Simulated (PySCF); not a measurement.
# Computed records: C$_{2}$H$_{10}$GeSi, CH$_{5}$GeOSi, CH$_{6}$GeSi, CH$_{4}$GeOSi and others

Computed with PySCF 2.14.0. Calculation on a computer-drawn molecule: optimised geometry and harmonic frequencies of an isolated molecule of the commonest isotopes, restricted reference for singlets and unrestricted otherwise, frozen core in MP2; on germanium a core potential holds 10 electrons, which the energies leave out, and 3d is frozen in MP2 and coupled-cluster steps.

Common to all runs: basis cc-pV(D+d)Z; basis and core potential on germanium cc-pVDZ-PP ECP10MDF.

(1) C$_{2}$H$_{10}$GeSi

Start structure:
```xyz
14
C2H10GeSi
C      2.5156     0.0481    -1.8691
Ge     1.3376    -0.9899    -0.6479
C      0.1062    -2.1342    -1.7234
Si     0.2051     0.3787     0.8965
H      3.2276     0.5814    -1.3555
H      1.8935     0.7153    -2.4757
H      2.9772    -0.6032    -2.6026
H      2.2971    -1.9857     0.0317
H     -0.4821    -2.7163    -1.1404
H     -0.5286    -1.4654    -2.2647
H      0.7033    -2.7050    -2.4129
H     -1.2725     0.1011     0.9099
H      0.3218     1.7753     0.4996
H      0.7311     0.2512     2.2839
```

```
charge                                        : 0
multiplicity                                  : 1
method                                        : HF
rotational constants                          : 4.522, 2.355, 1.803 GHz
total energy                                  : -663.8797 hartree
convergence status largest gradient component : 1.675e-05 hartree/bohr
```

Drawn bonds:
```tsv
atom	other atom	order
1	2	1
2	3	1
2	4	1
1	5	1
1	6	1
1	7	1
2	8	1
3	9	1
3	10	1
3	11	1
4	12	1
4	13	1
4	14	1
```

Optimised structure:
```xyz
14
C2H10GeSi
C      2.6055    -0.0235    -1.7694
Ge     1.3311    -1.0605    -0.6823
C      0.0497    -1.9863    -1.8579
Si     0.1793     0.3689     0.8810
H      3.3444     0.4703    -1.1350
H      2.0816     0.7401    -2.3487
H      3.1322    -0.6827    -2.4633
H      2.1173    -2.1204     0.1152
H     -0.6442    -2.5937    -1.2732
H     -0.5280    -1.2637    -2.4388
H      0.5810    -2.6416    -2.5520
H     -0.7652    -0.4156     1.7152
H     -0.5955     1.4097     0.1583
H      1.1435     1.0506     1.7803
```

Modes:
```tsv
frequency (cm⁻¹)	reduced mass (dalton)
89.43	1.041
122.8	2.969
141.3	1.564
148.1	1.03
160	1.487
185	2.566
355.6	8.354
507.5	1.107
545.2	1.137
595.5	3.948
617.2	3.759
656.9	1.075
727.7	1.085
812.7	1.198
896.2	1.243
917	1.262
930.8	1.167
988.2	1.124
1025	1.036
1027	1.036
1371	1.228
1379	1.214
1556	1.055
1558	1.055
1563	1.051
1566	1.051
2168	1.019
2289	1.047
2294	1.051
2296	1.023
3175	1.033
3175	1.033
3262	1.104
3263	1.103
3267	1.103
3267	1.104
```

(2) CH$_{5}$GeOSi

Start structure:
```xyz
9
CH5GeOSi
C     -0.4318     0.0533     1.0470
Ge     0.5822    -1.6156     1.3284
Si    -0.6245    -3.3289     0.1087
O     -0.0596    -4.7441    -0.0152
H     -1.4835    -0.0852     1.3138
H     -0.2949     0.4117    -0.0048
H     -0.0863     0.8318     1.7288
H      0.1325    -1.9976     2.7832
H     -1.8060    -2.9367    -0.5605
```

```
charge                                        : 0
multiplicity                                  : 2
method                                        : HF
rotational constants                          : 11.55, 1.679, 1.501 GHz
total energy                                  : -697.9290 hartree
spin squared                                  : 0.7709
convergence status largest gradient component : 3.311e-06 hartree/bohr
```

Drawn bonds:
```tsv
atom	other atom	order
1	2	1
2	3	1
3	4	2
1	5	1
1	6	1
1	7	1
2	8	1
3	9	1
```

Optimised structure:
```xyz
9
CH5GeOSi
C     -0.5477     0.1138     1.1369
Ge     0.2707    -1.6636     1.3512
Si    -0.5885    -3.4137     0.0263
O     -0.4382    -4.8772     0.3312
H     -1.4740     0.1767     1.7111
H     -0.7651     0.3094     0.0863
H      0.1407     0.8775     1.5011
H      0.5216    -2.0279     2.8143
H     -1.1914    -2.9062    -1.2290
```

Modes:
```tsv
frequency (cm⁻¹)	reduced mass (dalton)
81	3.739
107.1	1.949
111.6	1.486
222.6	7.419
302.2	2.069
443.9	1.785
549.4	1.307
606.7	4.326
667.3	1.082
827.7	1.178
901.6	1.143
933.3	1.169
1291	16.86
1373	1.205
1555	1.055
1558	1.053
2231	1.021
2301	1.044
3185	1.032
3278	1.104
3287	1.104
```

(3) CH$_{6}$GeSi

Start structure:
```xyz
9
CH6GeSi
C     -0.2296    -0.9403    -2.9096
Ge    -1.9093    -0.0061    -2.4449
Si    -1.2459     0.7863    -0.2366
H     -0.0667    -1.7770    -2.1088
H     -0.2960    -1.4150    -3.8222
H      0.5762    -0.3390    -2.8347
H     -1.6340     2.0787     0.1155
H      0.2262     0.7753     0.0628
H     -1.8427    -0.0673     0.8171
```

```
charge                                        : 0
multiplicity                                  : 1
method                                        : HF
rotational constants                          : 8.678, 3.04, 2.345 GHz
total energy                                  : -623.6401 hartree
convergence status largest gradient component : 1.13e-05 hartree/bohr
```

Drawn bonds:
```tsv
atom	other atom	order
1	2	1
2	3	1
1	4	1
1	5	1
1	6	1
3	7	1
3	8	1
3	9	1
```

Optimised structure:
```xyz
9
CH6GeSi
C     -0.2782    -1.0227    -2.8324
Ge    -1.7537     0.3215    -2.5917
Si    -1.1980     0.8366    -0.2163
H     -0.2637    -1.7692    -2.0321
H     -0.3607    -1.5315    -3.7944
H      0.6834    -0.4960    -2.7991
H     -1.9172     2.0277     0.3034
H      0.2601     1.0603    -0.0194
H     -1.5939    -0.3311     0.6205
```

Modes:
```tsv
frequency (cm⁻¹)	reduced mass (dalton)
38.79	1.059
80.06	1.072
152.8	2.81
314	7.95
399.5	1.115
531.3	1.155
550	3.919
645.1	1.171
847.2	1.217
962	1.111
1015	1.036
1029	1.036
1344	1.208
1536	1.054
1557	1.062
2261	1.04
2270	1.042
2288	1.039
3149	1.036
3226	1.097
3264	1.104
```

(4) CH$_{4}$GeOSi

Start structure:
```xyz
8
CH4GeOSi
C     -2.0556    -1.7423    -0.3773
Ge    -1.5275    -1.3152    -2.3047
Si     0.4838    -0.1326    -1.4663
O      0.3230     1.3900    -1.6543
H     -2.2554    -0.8029     0.1976
H     -1.3744    -2.4290     0.1739
H     -3.0723    -2.2913    -0.3856
H      1.6321    -0.6157    -0.8249
```

```
charge                                        : 0
multiplicity                                  : 1
method                                        : HF
rotational constants                          : 7.1, 1.853, 1.641 GHz
total energy                                  : -697.3378 hartree
convergence status largest gradient component : 7.66e-06 hartree/bohr
```

Drawn bonds:
```tsv
atom	other atom	order
1	2	1
2	3	1
3	4	2
1	5	1
1	6	1
1	7	1
3	8	1
```

Optimised structure:
```xyz
8
CH4GeOSi
C     -2.1587    -1.7477    -0.3698
Ge    -1.3703    -1.5213    -2.2034
Si     0.4955    -0.0625    -1.4651
O      0.2720     1.4218    -1.3317
H     -2.3861    -0.7691     0.0651
H     -1.4576    -2.2519     0.3037
H     -3.0762    -2.3350    -0.4248
H      1.8350    -0.6732    -1.2156
```

Modes:
```tsv
frequency (cm⁻¹)	reduced mass (dalton)
46.15	3.851
110.1	1.393
128.1	2.816
151.6	2.965
312	8.059
520.2	1.437
553.2	4.186
654.1	1.154
851.5	1.2
885.9	1.163
1288	16.88
1346	1.206
1540	1.054
1557	1.061
2236	1.044
3156	1.034
3235	1.099
3272	1.104
```

(5) AlCl$_{2}$GeH$_{2}$

Start structure:
```xyz
6
AlCl2GeH2
Cl    -0.3751     1.1928     0.0834
Al     1.0761     0.9964     1.4235
Cl     2.5680     1.5757     2.6798
Ge     0.8395    -1.5593     2.1033
H     -0.0185    -2.4030     3.1098
H      1.5313    -2.8430     1.4599
```

```
charge                                        : 1
multiplicity                                  : 1
method                                        : HF
rotational constants                          : 1.992, 1.157, 0.7386 GHz
total energy                                  : -1455.3437 hartree
convergence status largest gradient component : 5.942e-06 hartree/bohr
```

Drawn bonds:
```tsv
atom	other atom	order
1	2	1
2	3	1
2	4	1
4	5	1
4	6	1
```

Optimised structure:
```xyz
6
AlCl2GeH2
Cl    -0.3050     1.3483     0.0889
Al     1.0405     0.7612     1.5178
Cl     2.5102     1.6960     2.5960
Ge     0.8378    -1.7192     2.0893
H     -0.0611    -2.2895     3.1784
H      1.5988    -2.8373     1.3894
```

Modes:
```tsv
frequency (cm⁻¹)	reduced mass (dalton)
65.73	16.06
98.94	1.02
122.2	32.09
155.2	8.093
278.3	27.91
406.7	1.147
505.6	27.35
589.6	1.135
709.4	12.69
962.7	1.031
2279	1.016
2296	1.025
```

(6) Cl$_{3}$Ge

Start structure:
```xyz
4
Cl3Ge
Cl     2.1910     0.7818     1.5857
Ge     1.3352     0.1164     3.3361
Cl    -0.7043     0.3927     3.6789
Cl     2.4320    -0.9939     4.6866
```

```
charge                                        : 1
multiplicity                                  : 1
method                                        : HF
rotational constants                          : 2.306, 2.306, 1.153 GHz
total energy                                  : -1671.6948 hartree
convergence status largest gradient component : 1.782e-05 hartree/bohr
```

Drawn bonds:
```tsv
atom	other atom	order
1	2	1
2	3	1
2	4	1
```

Optimised structure:
```xyz
4
Cl3Ge
Cl     2.1819     0.7870     1.6142
Ge     1.3135     0.0744     3.3218
Cl    -0.6724     0.4057     3.6736
Cl     2.4309    -0.9701     4.6777
```

Modes:
```tsv
frequency (cm⁻¹)	reduced mass (dalton)
157.3	38.43
157.3	38.43
167.1	50.62
450.7	34.97
566.3	44.77
566.4	44.77
```

(7) Cl$_{3}$Ge

Start structure:
```xyz
4
Cl3Ge
Cl     2.1819     0.7870     1.6142
Ge     1.3135     0.0744     3.3218
Cl    -0.6724     0.4057     3.6736
Cl     2.4309    -0.9701     4.6777
```

```
charge                                        : 1
multiplicity                                  : 1
method                                        : MP2
rotational constants                          : 2.277, 2.277, 1.138 GHz
total energy                                  : -1672.1791 hartree
convergence status largest gradient component : 9.033e-07 hartree/bohr
```

Drawn bonds:
```tsv
atom	other atom	order
1	2	1
2	3	1
2	4	1
```

Optimised structure:
```xyz
4
Cl3Ge
Cl     2.1875     0.7916     1.6033
Ge     1.3135     0.0742     3.3218
Cl    -0.6853     0.4079     3.6758
Cl     2.4382    -0.9768     4.6863
```

Modes:
```tsv
frequency (cm⁻¹)	reduced mass (dalton)
149.1	38.44
149.2	38.44
156.4	50.61
437.6	34.97
554	44.77
554	44.77
```

(8) ClGe$_{2}$H$_{4}$O

Start structure:
```xyz
8
ClGe2H4O
Cl    -1.9491     3.6691    -1.5511
Ge    -2.1286     1.6261    -1.4761
O     -0.5326     1.0007    -0.4943
Ge     0.8236     0.6596     0.4128
H     -1.7464     0.8522    -2.7908
H     -3.1584     0.9864    -0.5391
H      1.7143     1.8388     0.7810
H      1.1383    -0.8024     0.6229
```

```
charge                                        : 1
multiplicity                                  : 1
method                                        : HF
rotational constants                          : 4.009, 0.948, 0.7748 GHz
total energy                                  : -1123.2504 hartree
convergence status largest gradient component : 3.35e-05 hartree/bohr
```

Drawn bonds:
```tsv
atom	other atom	order
1	2	1
2	3	1
3	4	1
2	5	1
2	6	1
4	7	1
4	8	1
```

Optimised structure:
```xyz
8
ClGe2H4O
Cl    -1.4194     3.4905    -1.1921
Ge    -2.0201     1.4528    -1.4304
O     -0.6762     0.5405    -0.5492
Ge     0.7534     0.6992     0.3090
H     -1.8972     1.0144    -2.8667
H     -3.2644     1.1560    -0.6344
H      1.3193     2.0740     0.5587
H      1.3657    -0.5968     0.7703
```

Modes:
```tsv
frequency (cm⁻¹)	reduced mass (dalton)
63.34	1.501
67.44	16.07
153.7	2.071
227.1	12.97
409.8	6.457
455.4	37.69
595	1.138
668.1	1.236
677.5	1.057
738.7	1.075
816	1.18
906.6	1.063
924.2	1.025
1053	4.861
2349	1.013
2354	1.014
2368	1.028
2383	1.029
```

(9) Cl$_{3}$Ge

Start structure:
```xyz
4
Cl3Ge
Cl    -2.4408    -2.6107    -3.7739
Ge    -1.1754    -1.1144    -2.6900
Cl     0.6735    -1.1683    -3.7156
Cl    -2.0375     0.8272    -3.1655
```

```
charge                                        : 0
multiplicity                                  : 2
method                                        : HF
rotational constants                          : 2.123, 2.122, 1.18 GHz
total energy                                  : -1671.9995 hartree
spin squared                                  : 0.7607
convergence status largest gradient component : 1.726e-05 hartree/bohr
```

Drawn bonds:
```tsv
atom	other atom	order
1	2	1
2	3	1
2	4	1
```

Optimised structure:
```xyz
4
Cl3Ge
Cl    -2.4540    -2.5985    -3.7292
Ge    -1.2068    -1.1162    -2.7899
Cl     0.7459    -1.1800    -3.6944
Cl    -2.0653     0.8284    -3.1314
```

Modes:
```tsv
frequency (cm⁻¹)	reduced mass (dalton)
143.8	37.6
143.8	37.6
181.8	44.87
403.9	38.36
442.5	44.16
442.6	44.16
```

(10) Cl$_{3}$Ge

Start structure:
```xyz
4
Cl3Ge
Cl    -2.4540    -2.5985    -3.7292
Ge    -1.2068    -1.1162    -2.7899
Cl     0.7459    -1.1800    -3.6944
Cl    -2.0653     0.8284    -3.1314
```

```
charge                                        : 0
multiplicity                                  : 2
method                                        : MP2
rotational constants                          : 2.107, 2.107, 1.168 GHz
total energy                                  : -1672.4790 hartree
spin squared                                  : 0.7611
convergence status largest gradient component : 3.961e-07 hartree/bohr
```

Drawn bonds:
```tsv
atom	other atom	order
1	2	1
2	3	1
2	4	1
```

Optimised structure:
```xyz
4
Cl3Ge
Cl    -2.4598    -2.6067    -3.7290
Ge    -1.2071    -1.1155    -2.7936
Cl     0.7558    -1.1811    -3.6940
Cl    -2.0691     0.8371    -3.1283
```

Modes:
```tsv
frequency (cm⁻¹)	reduced mass (dalton)
134.9	37.64
135	37.64
171	44.96
395.8	38.3
438.3	44.15
438.3	44.15
```
